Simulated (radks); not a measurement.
Results of a calculation; reference values are marked as such.
Task: Neutral bismuth, 83 electrons, occupied as [Hg] 6p3. Code: a radial shooting solver on a logarithmic mesh with Libxc functionals. Model: scalar-relativistic Kohn-Sham, PBE, spin-polarised, spherical densities, point nucleus; open shells are filled with parallel spins first (spin-orbit coupling, left out, can overturn this in heavy ions). Some entries of the table are withheld. Estimate them.

orbital,occ.,eigenvalue (eV),r(max) (bohr)
1s up,1,-90688.60,0.009652
1s down,1,-90688.57,0.009652
2s up,1,-16293.75,0.05617
2s down,1,-16293.74,0.05617
2p up,3,-13934.17,0.04691
2p down,3,-13934.15,0.04691
3s up,1,-3932.924,0.1584
3s down,1,-3932.904,0.1584
3p up,3,-3259.006,0.1589
3p down,3,-3258.984,0.1589
3d up,5,-2583.230,0.1295
3d down,5,-2583.210,0.1295
4s up,1,-902.5456,0.3557
4s down,1,-902.5129,0.3558
4p up,3,-681.8042,0.3759
4p down,3,-681.7690,0.3759
4d up,5,-429.8045,0.3815
4d down,5,-429.7644,0.3815
5s up,1,-157.5695,0.7705
5s down,1,-157.4740,0.7705
4f up,7,-152.3405,0.3421
4f down,7,-152.2942,0.3421
5p up,3,-95.6377,0.8602
5p down,3,-95.5434,0.8603
5d up,5,(1),1.033
5d down,5,(2),1.032
6s up,1,-14.9687,1.884
6s down,1,-13.4150,1.854
6p up,3,-5.1789,2.469
6p down,0,-3.3587,2.445

Result: 
(1) 5d up eigenvalue (eV): -26.9666
(2) 5d down eigenvalue (eV): -26.6570
